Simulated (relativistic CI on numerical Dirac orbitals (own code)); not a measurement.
Hyperfine structure of W XXVIII, mass number 183

Method of calculation: Dirac-Coulomb-Breit CI, orbitals from a KLI potential per configuration, model QED, unscaled Slater integrals (own radial code, finite nucleus).

Configurations in the expansion (outside the closed core [Ar] 3d10): 4s²4p⁶4d¹⁰4f, 4s²4p⁶4d⁹4f², 4s²4p⁶4d¹⁰5s, 4s²4p⁶4d¹⁰5p, 4s²4p⁵4d¹⁰4f², 4s²4p⁶4d¹⁰5d, 4s4p⁶4d¹⁰4f², 4s²4p⁶4d⁹4f5s, 4s²4p⁶4d⁹5s², 4s²4p⁶4d¹⁰5f, 4s²4p⁴4d¹⁰4f³, 4s²4p⁶4d⁹5s5p, 4s²4p⁶4d⁹4f5p, 4s²4p⁶4d⁸4f²5s, 4s²4p⁶4d¹⁰6s, 4s²4p⁶4d¹⁰5g. Levels of other configurations are missing.

Nuclear spin I = 1/2, μ = 0.11739 μN (tables of Stone and Pyykkö). The electronic factors are computed for point nuclear moments, without core polarisation or the Bohr-Weisskopf and QED corrections.

| Level | E (cm⁻¹) | A (GHz) |
| --- | --- | --- |
| 4s²4p⁶4d¹⁰4f ²F°5/2 | 0 | 1.011 |
| 4s²4p⁶4d¹⁰4f ²F°7/2 | 29319 | 0.5461 |
| 4s²4p⁶4d¹⁰5s ²S1/2 | 1055382 | 114.4 |
| 4s²4p⁶4d¹⁰5p ²P°1/2 | 1483029 | 35.5 |
| 4s²4p⁶4d⁹4f² ⁴F3/2 | 1541820 | 0.2811 |
| 4s²4p⁶4d⁹4f² ⁴F5/2 | 1546637 | 0.9228 |
| 4s²4p⁶4d⁹4f² ⁴F7/2 | 1561229 | 0.9568 |
| 4s²4p⁶4d⁹4f² ⁴K15/2 | 1599570 | 1.183 |

Levels with J = 0, under 50 % of one LS term, or S terms without an open s electron are left out. Small factors come from cancelling terms and can be off by tens of per cent or more.

At this charge energies of transitions that change n are usually good to better than 1 %, and those within a shell (Δn = 0) to a few per cent.

**Question.** Give the hyperfine levels of 4s²4p⁶4d¹⁰4f ²F°5/2 relative to its centre of gravity.

**Answer.** With K = F(F + 1) − I(I + 1) − J(J + 1), E = AK/2: F = 2: -1.769, F = 3: 1.263 GHz.

LS names give the leading component of a level, which can be under half, so a name can repeat, a term be missing and a line seem to break the LS rules.
